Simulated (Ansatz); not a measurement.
`CC(C)(O)[SiH3]` + HCl → `CC(O)([SiH3])Cl` + CH₄  (substitution at a C–C bond)

Calculated with Ansatz (gas phase, PBE0-D4/def2-TZVP geometries, no zero-point term in ΔE). CCSD(T)/CBS adds triple-zeta CCSD(T) − MP2 to the extrapolated MP2 energy (def2 sets, frozen cores). This one scheme is used for every species. Functionals use def2-TZVPP. B3LYP here is the variant with VWN-RPA as its local correlation; programs differ in this. HSE06 is defined as in plane-wave codes. One conformer a species, not always the lowest.

```
             level  ΔE (kJ/mol)  difference from CCSD(T)/CBS
       LDA (SPW92)         -7.8                         -6.5
            PBE-D4        -13.9                        -12.6
         revPBE-D4        -12.5                        -11.2
         r2SCAN-D4        -13.3                        -12.0
            B97M-V         -8.5                         -7.2
           PBE0-D4         -6.3                         -5.0
          B3LYP-D4        -10.2                         -8.9
        r2SCANh-D4        -10.6                         -9.3
        r2SCAN0-D4         -6.7                         -5.4
          HSE06-D4         -6.8                         -5.5
          BHLYP-D4         -4.3                         -3.0
      CAM-B3LYP-D4         -4.0                         -2.7
           ωB97X-V         -3.2                         -1.9
           ωB97M-V         -4.3                         -3.0
            B2PLYP         -7.8                         -6.5
               PBE        -15.1                        -13.8
            revPBE        -17.4                        -16.1
              BLYP        -18.8                        -17.5
             B3LYP        -11.5                        -10.2
           r2SCANh        -11.1                         -9.8
           r2SCAN0         -7.4                         -6.1
             HSE06         -7.7                         -6.4
             BHLYP         -4.2                         -2.9
         CAM-B3LYP         -4.9                         -3.6
           LC-ωPBE          0.9                          2.2
RPA@PBE/def2-TZVPP          2.6                          3.9
       HF/def2-SVP          3.0                          4.3
      MP2/def2-SVP          3.8                          5.1
     CCSD/def2-SVP          7.1                          8.4
  CCSD(T)/def2-SVP          4.8                          6.1
     HF/def2-TZVPP         -0.5                          0.8
    MP2/def2-TZVPP         -0.3                          1.0
SCS-MP2/def2-TZVPP         -0.4                          0.9
   CCSD/def2-TZVPP          5.1                          6.4
CCSD(T)/def2-TZVPP          1.9                          3.2
    MP2/def2-QZVPP         -2.0                         -0.7
SCS-MP2/def2-QZVPP         -1.9                         -0.6
      HF/CBS(def2)         -0.2                          1.1
     MP2/CBS(def2)         -3.5                         -2.2
    CCSD/CBS(def2)          1.9                          3.2
       CCSD(T)/CBS         -1.3                            0
```

What do rigid-rotor, harmonic-oscillator terms from PBE0-D4/def2-TZVP frequencies (298.15 K, 1 bar) make of the CCSD(T)/CBS value? (Estimate.)

The calculation gave: ΔZPE = +3.8 kJ/mol, ΔH = +2.4 kJ/mol, ΔS = -3 J/(mol·K), ΔG = +3.3 kJ/mol.

Largest T1 diagnostic among the species: 0.011.

From PBE to PBE0 (25 % exact exchange), in def2-TZVPP and without D4, ΔE moves by +7.8 kJ/mol. Leaving LDA and LC-ωPBE aside and taking each functional with its dispersion term where it has one, the values, not all of them listed here, spread over 14.9 kJ/mol, from BLYP-D4 to PBE-QIDH. LDA lies +7.2 kJ/mol from PBE without D4. At CCSD(T), def2-SVP lies +6.1 kJ/mol from the extrapolated value and def2-TZVPP +3.2 kJ/mol.

CCSD(T)/CBS has its own doubt, a few kJ/mol and more with outer-core shells, so smaller differences from it don't rank the levels.
